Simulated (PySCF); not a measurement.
**Vibration and rotation of SnB**

UHF-CCSD(T) constants of SnB, ⁴Σ⁻ (quartet), unpaired electrons σ ↑, π ↑↑ (basis Sn x2c-SVPall, B x2c-SVPall; spin-free X2C with a Gaussian nucleus; PySCF 2.14; masses 119.9022 and 11.0093 u):

```
ωe           : 548.1 cm⁻¹
ωexe         : 3.32 cm⁻¹
Be           : 0.34475 cm⁻¹
αe           : 0.00281 cm⁻¹
De to Sn + B : 2.36 eV
```

(1) What force constant and bond length do these constants imply?

(2) Estimate the centrifugal constant D from the Kratzer relation and find the Dunham coefficient a1.

Correlated steps freeze 19 core orbitals. Correlated levels converge slowly with the basis: in double zeta they bind strong bonds too weakly, by up to about 1 eV, and carry superposition errors of some tenths. These are scalar-relativistic numbers at best; spin–orbit coupling would shift them, the dissociation energy most. The state was picked by a PBE0 search and need not be the measured ground state.

Answers

(1) Reduced mass μred = 10.083 u; k = 5.8918×10⁻⁷·μred·ωe² (u, cm⁻¹, mdyn/Å) = 1.78 mdyn/Å; Re = √(16.8576/(μred·Be)) (u, cm⁻¹, Å) = 2.202 Å.

(2) D = 4Be³/ωe² = 5.46e-07 cm⁻¹; a1 = −1 − αeωe/(6Be²) = -3.16.
